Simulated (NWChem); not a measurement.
Molecule: Si₂H₆O; SMILES [SiH3][SiH2]O

```xyz
9

Si    -0.5636     0.6991     0.0030
O      0.7180     1.7721    -0.0610
Si     0.1806    -1.5333    -0.0132
H     -1.4117     0.9125     1.2220
H     -1.3916     0.9790    -1.2037
H      1.3734     1.6996     0.6387
H      1.0849    -1.7823     1.1550
H      0.9440    -1.8338    -1.2638
H     -0.9798    -2.4740     0.0829
```
Atoms are numbered in this order, from 1.

The geometry was optimised at PBE0/def2-SVP.

 States above −ε(HOMO) = 6.7 eV lie in this functional's continuum and hang on the basis.

List the 6 lowest vertical singlet excitations from PBE/6-31+G* (spherical d), full TDDFT (NWChem).


```
state  energy (eV)  oscillator strength  leading excitation (squared amplitude)
-----  -----------  -------------------  --------------------------------------
S1            5.43                0.005                      HOMO → LUMO (0.98)
S2            6.35                0.011                    HOMO → LUMO+1 (0.96)
S3            6.47                0.005                    HOMO−1 → LUMO (0.94)
S4            6.65                0.221                    HOMO → LUMO+2 (0.83)
S5            6.85                0.016                    HOMO → LUMO+3 (0.87)
S6            7.14                0.028                    HOMO−2 → LUMO (0.63)
```
